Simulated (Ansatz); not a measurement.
Heat of formation of Br2 (bromine) from total energies

Br2: 2 atoms, total charge 0, spin state singlet. As SMILES, `BrBr`. The shape is that of a PBE0-D4/def2-TZVP optimisation.

```xyz
2

Br    0.9730   -0.3254    0.4985
Br   -0.9730    0.3254   -0.4985
```

Total energies at revPBE/aug-cc-pVTZ (Ansatz 0.2.0); the atoms run unrestricted:

```tsv
species	state	energy (Eh)
Br2	singlet	-5147.956651
Br	doublet	-2573.936743
```

Harmonic wavenumbers at PBE0-D4/def2-TZVP, in cm⁻¹: 334.

Measured heats of formation of the gaseous atoms at 298.15 K, in kJ/mol: Br 111.9. Spin-orbit lowering of the atoms at 298 K (mean of the ground term's levels less their thermal mean, from spectra), in kJ/mol: Br 14.69. Take 1 Eh = 2625.50 kJ/mol, 1 cm⁻¹ = 0.0119627 kJ/mol, RT = 2.479 kJ/mol.

What heat of formation follows?


1. Electronic atomisation energy: 2 × (-2573.936743) − (-5147.956651) = 0.083165 Eh = 218.3 kJ/mol.
2. Zero-point energy: half the sum of the wavenumbers, 167 cm⁻¹ = 2.0 kJ/mol.
3. Thermal vibrational enthalpy, Σ hcν̃/(exp(hcν̃/kT) − 1): 1.0 kJ/mol. Translation, rotation and pV of a linear molecule: 3.5 RT = 8.7 kJ/mol.
4. The 2 free atoms carry 5/2 RT each: 12.4 kJ/mol.
5. Spin-orbit coupling lowers the free atoms by 2 × 14.69 = 29.4 kJ/mol.
6. Atomisation enthalpy at 298 K: 218.3 − 29.4 − 2.0 − 1.0 − 8.7 + 12.4 = 189.6 kJ/mol.
7. Sum of the atoms' heats of formation: 223.8 kJ/mol. Heat of formation: 223.8 − 189.6 = +34.2 kJ/mol.

The tabulated value is +30.9 kJ/mol (Active Thermochemical Tables), so this level is off by +3.3 kJ/mol, or 1.7 % of the atomisation enthalpy that the table implies (192.8 kJ/mol). Relativity is left out. Anharmonicity and any spin-orbit splitting of the molecule are left out.
